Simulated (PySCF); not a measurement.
# Mn: ionisation energy

Mn [Ar] 3d5 4s2 (6S) → Mn+ [Ar] 3d5 4s1 (7S), as a difference of total energies. Computed with PySCF 2.14 in aug-cc-pwCVTZ (10s9p7d4f3g, 127 functions), with the non-relativistic Hamiltonian (point nucleus). Correlated levels: valence: [Ar] frozen. The calculations carry no spin-orbit coupling.

```json
{"method": "UHF", "ionisation energy (eV)": "5.973"}
{"method": "MP2 (valence)", "ionisation energy (eV)": "6.987"}
{"method": "SCS-MP2 (valence)", "ionisation energy (eV)": "7.216"}
{"method": "CCSD (valence)", "ionisation energy (eV)": "7.189"}
{"method": "CCSD(T) (valence)", "ionisation energy (eV)": "7.275"}
```

Question: How much does correlation contribute at CCSD(T) (valence)?

Answer: 7.275 − (5.973) = 1.302 eV, measured against UHF.

These non-relativistic numbers lack the scalar-relativistic shift.

Errors of the correlated levels include the incompleteness of this basis and the frozen core.

For comparison: 7.434 eV (measured; NIST Atomic Spectra Database, ionization energies).
